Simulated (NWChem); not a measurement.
## H2BF3O2Si in NWChem

```
B
O 1 1.3589
H 2 0.9786 1 111.67
O 1 1.3693 2 120.78 3 0.00
H 4 0.9757 1 112.40 2 -179.71
Si 1 2.0181 2 120.49 3 179.97
F 6 1.6244 1 115.76 2 61.31
F 6 1.6246 7 106.39 1 129.88
F 6 1.6379 7 106.66 8 113.47
```
Charge 0, spin multiplicity 1.

Everything below was run with NWChem. All single points use one geometry, from PBE/def2-SVP, with no frequency check, so it may be a saddle point. It is one conformer; others weren't searched.

The structure started from a generated list of species. The stability of the SCF solutions was not checked.

Worked example. At BLYP/def2-SVP the molecule has a total energy of -765.29593 Ha and the free atoms (multiplicities Si 3, F 2, B 2, O 3, H 2) B -24.62227, Si -289.27769, O -74.98782, H -0.49640, F -99.62839 Ha. The electronic atomisation energy is the atoms' sum less the molecule's energy.

1·(-289.27769) + 3·(-99.62839) + 1·(-24.62227) + 2·(-74.98782) + 2·(-0.49640) = -763.75357 Ha for the atoms; less the molecule's energy this leaves 1.54236 Ha, or 967.8 kcal/mol (4049 kJ/mol), without zero-point, thermal or spin-orbit terms.
